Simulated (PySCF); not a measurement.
Gas-phase reaction: GeF3 + C2F5 = GeF4 + C2F4

Energies from PySCF, thermal terms from the rigid-rotor harmonic-oscillator model, ideal gas at 1 bar. † marks an energy on the PBE0/def2-TZVP geometry and frequencies. CCSD(T) freezes the core. Open shells (unrestricted): GeF3 (multiplicity 2), C2F5 (multiplicity 2); the rest are closed-shell singlets. B3LYP is the form with VWN-RPA correlation. Ge: all electrons, no relativistic terms. GeF3, C2F5: computed as isolated molecules; such fragments, hydroxides, amides, oligomers or adducts are transient or little studied in the gas. CCSD(T) isn't extrapolated to the basis-set limit. The harmonic model lacks anharmonicity and excited electronic states, which grow with temperature; levels with a mode under 35 cm⁻¹ are left out. Internal rotation in C2F5 is treated as a harmonic vibration of one conformer, which makes the entropy rough.

| level | ΔE electronic, kJ | ΔH°(298 K), kJ | ΔS°(298 K), J/K | ΔG°(600 K), kJ |
|---|---|---|---|---|
| B3LYP/def2-TZVP† | -211 | -210 | -39 | -187 |
| CCSD(T)/def2-SVP† | -215 | -213 | -39 | -191 |
| HF/def2-TZVP† | -148 | -147 | -39 | -124 |
| PBE0/def2-QZVP† | -206 | -204 | -39 | -181 |
| PBE0/def2-SVP† | -182 | -181 | -39 | -158 |
| ωB97M-V/def2-TZVP† | -217 | -216 | -39 | -193 |
ΔH° is lowest at ωB97M-V/def2-TZVP† and highest at HF/def2-TZVP†. No reference value is set beside these.
